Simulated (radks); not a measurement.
Values are calculated unless marked as measured or tabulated.
Species: W23+. Configuration: [Kr] 4d10 4f4.5 5s0.5 (fractional occupations, a model configuration).

Code: a radial shooting solver on a logarithmic mesh with Libxc functionals. Model: Dirac Kohn-Sham, exchange-only B88, spin-unpolarised, spherical densities, finite nucleus; open shells fill j = l - 1/2 first; Fermi nuclear charge, rms radius 5.3658 fm.

Energy parts (hartree):
| part | energy |
|---|---|
| total | -15938.1365 |
| kinetic | 17981.5170 |
| electron-nucleus | -38489.9533 |
| Hartree | 4866.3016 |
| exchange | -296.0018 |

Orbitals (lengths in bohr, moments of r in powers of bohr; <r^-3> diverges for s and p1/2; r(max) is where P^2 peaks):
\begin{tabular}{lrrrrr}
orbital & occ. & eigenvalue (hartree) & <r^-3> & <r^2> & r(max) \\ \hline
1s1/2 & 2 & -2574.927 & - & 0.0004631 & 0.01146 \\
2s1/2 & 2 & -465.1793 & - & 0.007066 & 0.06588 \\
2p1/2 & 2 & -446.0273 & - & 0.005044 & 0.04896 \\
2p3/2 & 4 & -396.3218 & 16320 & 0.006245 & 0.05580 \\
3s1/2 & 2 & -126.8007 & - & 0.04599 & 0.1855 \\
3p1/2 & 2 & -118.2700 & - & 0.04218 & 0.1737 \\
3p3/2 & 4 & -107.4867 & 3707 & 0.04867 & 0.1877 \\
3d3/2 & 4 & -93.09465 & 639.5 & 0.03773 & 0.1471 \\
3d5/2 & 6 & -90.75293 & 544.1 & 0.03951 & 0.1509 \\
4s1/2 & 2 & -44.78374 & - & 0.2120 & 0.4140 \\
4p1/2 & 2 & -41.19330 & - & 0.2150 & 0.4123 \\
4p3/2 & 4 & -38.40459 & 970.6 & 0.2423 & 0.4390 \\
4d3/2 & 4 & -32.47084 & 155.1 & 0.2469 & 0.4300 \\
4d5/2 & 6 & -31.91654 & 130.4 & 0.2554 & 0.4378 \\
4f5/2 & 4.5 & -24.48630 & 29.71 & 0.2476 & 0.3824 \\
4f7/2 & 0 & -24.35513 & 28.65 & 0.2512 & 0.3855 \\
5s1/2 & 0.5 & -21.66169 & - & 0.7648 & 0.8205 \\
\end{tabular}

The highest occupied level is 5s1/2 at -589.44 eV. The configuration is held as typed, so some empty levels lie below it. The electron density at the nucleus is 1.425e+06 e/bohr^3.
